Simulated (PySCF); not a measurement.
Compound: C₆H₁₃NSi.
Numbering: `[CH3:1]/[CH:2]=[CH:3]\[C@H:4]1[CH2:5][CH2:6][SiH2:7][NH:8]1`

Geometry (GFN2-xTB, Å), atoms numbered from 1 in this order:
```
atom  x, y, z in Å
C1     3.1369   -0.1165   -0.3921
C2     2.0079   -1.0822   -0.2347
C3     0.7133   -0.8155   -0.1493
C4     0.0433    0.5280   -0.1621
C5    -1.0480    0.5963   -1.2400
C6    -2.3011   -0.1057   -0.7187
Si7   -2.2650    0.2293    1.1520
N8    -0.6414    0.7806    1.0974
H9     3.8733   -0.2797    0.3949
H10    3.6352   -0.2849   -1.3470
H11    2.8072    0.9171   -0.3517
H12    2.3229   -2.1189   -0.1966
H13    0.0172   -1.6339   -0.0194
H14    0.7794    1.3225   -0.3295
H15   -0.6888    0.1616   -2.1747
H16   -1.2803    1.6475   -1.4180
H17   -2.2516   -1.1742   -0.9254
H18   -3.1879    0.2691   -1.2246
H19   -2.5275   -0.9890    1.9312
H20   -3.1272    1.3242    1.6027
H21   -0.0270    0.8413    1.8920
```

Probes without a nucleus sit at each ring's centroid and 1 Å off its mean plane on both sides; NICS is minus the shielding there, NICSzz its component along the normal. Level: GIAO PBE0/pcSseg-1 (PySCF, non-relativistic, gas phase) on the GFN2-xTB geometry, one conformer.

Ring bond lengths (Å), with Mayer bond orders in brackets: C4–C5 1.535 (1.03), C5–C6 1.528 (1.01), C6–Si7 1.901 (0.91), Si7–N8 1.715 (1.01), N8–C4 1.456 (0.93).

Problem. Give the NICS values of each ring in ppm.

Solution. 
```csv
ring,type,NICS(0),"NICS(1), two faces","NICS(1)zz, two faces",rms pucker (Å),"centre to ring atoms, mean (Å)"
C4–C5–C6–Si7–N8,5-membered ring with N and Si; formal bonds all single,-6.7,-3.5 / -3.1,-4.4 / -4.9,0.16,1.36
```

Problem. What can be read from them?

Solution. 
- C4–C5–C6–Si7–N8: mean NICS(1)zz -4.6 ppm, shielded. C4, C5, C6, Si7 have four or more neighbours, so the value isn't read as a sign of a π ring current.

Problem. What field does 7.05 T along the ring normal induce along that normal at the first NICS(1) probe listed for ring C4–C5–C6–Si7–N8, 1 Å off the ring?

Solution. NICSzz × B0 = -4.4 ppm × 7.05 T = -31 μT, against the applied field.
